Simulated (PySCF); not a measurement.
Below is a simulated gas-phase Si 2p photoelectron spectrum of `N[SiH2][SeH]`.

Every computed line was given a Gaussian of 0.6 eV full width at half maximum and an area set by the number of equivalent atoms (split 2:1 within a doublet); the highest printed point is 100. Level of theory: delta-SCF UKS SCAN, pcX-2 on the ionised atom, pcseg-1 elsewhere, spin-free X2C in PySCF.

(binding energy (eV), intensity): (106.4, 0), (106.5, 1), (106.6, 3), (106.7, 9), (106.8, 19), (106.9, 36), (107.0, 58), (107.1, 81), (107.2, 96), (107.3, 100), (107.4, 92), (107.5, 78), (107.6, 66), (107.7, 60), (107.8, 57), (107.9, 53), (108.0, 46), (108.1, 35), (108.2, 23), (108.3, 13), (108.4, 6), (108.5, 3), (108.6, 1), (108.7, 0)

Count the maxima, the lines and the sites behind this envelope.

The curve has 1 maximum (at 107.3 eV). Under it lie 2 lines from 1 inequivalent silicon site, drawn as a 2p3/2, 2p1/2 pair. At this width some lines have no maximum of their own.

Decompose the envelope and assign each component. Numbering: `[NH2:1][SiH2:2][SeH:3]`.

| position (eV) | relative area | line | atoms | environment |
| --- | --- | --- | --- | --- |
| 107.26 | 0.67 | Si 2p3/2 | Si2 | SiH2 silicon |
| 107.88 | 0.33 | Si 2p1/2 | Si2 | SiH2 silicon |

What are the centre and the root-mean-square width of the whole band?

The area-weighted mean of the lines is 107.47 eV. Their own spread about it is 0.29 eV (rms) and each Gaussian has σ = 0.6/2.355 = 0.25 eV; the variances add, which gives 0.39 eV.

The curve has no shake-up lines and no vibrational structure. Spin–orbit and ligand-field terms were added within each 2p shell after the spin-free SCF. 2p1/2 minus 2p3/2 (ligand field included): Si 0.62 eV. The structure is a single PBE0-D3(BJ)/def2-SVP conformer in the gas phase; no vibrational or solvent corrections.

Time: 12 s wall. Hardware: one thread of an x86-64 server, no GPU, on a shared host.

Conformer computed: `[NH2:1][SiH2:2][SeH:3]`: H–N1–Si2–Se3 150°, H–N1–Si2–Se3 -57°, H–Se3–Si2–N1 -55°.
